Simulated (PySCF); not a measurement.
# Bond length, frequency and bond energy of ZnO by level of theory

State: ³Π (triplet), unpaired electrons σ ↑, π ↑. Set-up: PySCF, no relativity, basis sets Zn def2-TZVPPD, O def2-TZVPPD. De refers to Zn + O in their high-spin ground configurations, without counterpoise correction. The functionals are run spin-unrestricted. A positive dipole means Zn(−)O(+).

| Level | Re (Å) | ωe (cm⁻¹) | De (eV) | μ (D) |
| --- | --- | --- | --- | --- |
| UHF | 1.868 | 581 | 0.437 | -3.03 |
| UHF-MP2 | 1.845 | 571 | 1.41 | n/a |
| UHF-SCS-MP2 | 1.856 | 566 | 1.28 | n/a |
| LDA | 1.832 | 539 | 2.14 | -2.11 |
| PBE | 1.884 | 491 | 1.64 | -2.22 |
| r²SCAN | 1.853 | 541 | 1.72 | -2.29 |
| r²SCANh | 1.852 | 548 | 1.62 | -2.39 |
| PBE0 | 1.867 | 530 | 1.44 | -2.49 |
| r²SCAN0 | 1.850 | 559 | 1.49 | -2.54 |
| M06 | 1.886 | 490 | 0.97 | -2.51 |
| HSE06 | 1.869 | 527 | 1.40 | -2.50 |
| MN15 | 1.860 | 551 | 1.38 | -2.53 |

Q: What does a quarter of exact exchange do here, going from PBE to PBE0?

A: PBE0 less PBE: -1.7 pm in Re, +7.9 % in ωe, -0.20 eV in De. Exact exchange removes part of the self-interaction that spreads semilocal densities, and in most molecules shortens and stiffens the bond and lowers De; so it does here.

Q: What does the step from GGA to meta-GGA do here, going from PBE to r²SCAN?

A: r²SCAN less PBE: -3.1 pm in Re, +10.2 % in ωe, +0.08 eV in De. 

Q: What does a quarter of exact exchange do here, going from r²SCAN to r²SCAN0?

A: r²SCAN0 less r²SCAN: -0.3 pm in Re, +3.3 % in ωe, -0.23 eV in De. Exact exchange removes part of the self-interaction that spreads semilocal densities, and in most molecules shortens and stiffens the bond and lowers De; so it does here.

Correlated steps freeze 6 core orbitals. Counting both spins, an empty level lies below a filled one in some of these solutions, because spin and occupation are held. The state is the lowest determinant that a PBE0 search found; another state may lie lower at other levels.

The whole job (state search and all levels along the bond) took about 5.3 min on 2 threads of Arm Neoverse V2 (shared host), peak memory 4.5 GiB.
